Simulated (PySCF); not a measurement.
## Energy of Ce²⁺ (cerium, charge +2) between two integer charges

The 4f alpha orbital of [Xe] 4f2 is emptied in steps (occupation f), with all orbitals relaxed, ending at [Xe] 4f1. All numbers are calculated (PySCF 2.14, a scalar-relativistic core potential, in def2-TZVP with the def2 core potential (28 electrons)). The exact energy is a straight line in f; departures are measured from the line between the end points of the same method.

| f | BHandHLYP (eV) | wB97X (eV) | MN15 (eV) |
| --- | --- | --- | --- |
| 1 | 0.000 | 0.000 | 0.000 |
| 0.75 | -0.451 | -0.469 | -0.876 |
| 0.5 | -0.610 | -0.637 | -1.190 |
| 0.25 | -0.463 | -0.484 | -0.909 |
| 0 | 0.000 | 0.000 | 0.000 |

Task: For wB97X, how does the orbital energy at f = 1 compare with the removal energy?

Result: −ε = 18.177 eV against a total-energy difference of 20.626 eV. By Janak's theorem ε = ∂E/∂f, so the gap between them reflects the curvature. Along the path −ε is 19.339 (f = 0.75), 20.584 (f = 0.5), 21.895 (f = 0.25) eV.

```json
{"method": "BHandHLYP", "E(f=0) − E(f=1) (eV)": "20.133", "−ε at f=1 (eV)": "17.761", "−ε at f=0.5 (eV)": "20.103"}
{"method": "wB97X", "E(f=0) − E(f=1) (eV)": "20.626", "−ε at f=1 (eV)": "18.177", "−ε at f=0.5 (eV)": "20.584"}
{"method": "MN15", "E(f=0) − E(f=1) (eV)": "21.892", "−ε at f=1 (eV)": "17.305", "−ε at f=0.5 (eV)": "21.806"}
```

Reference removal energy between the ground levels: 20.197 eV (semi-empirical (NIST evaluation); NIST Atomic Spectra Database, ionization energies). The calculation has no spin-orbit coupling.
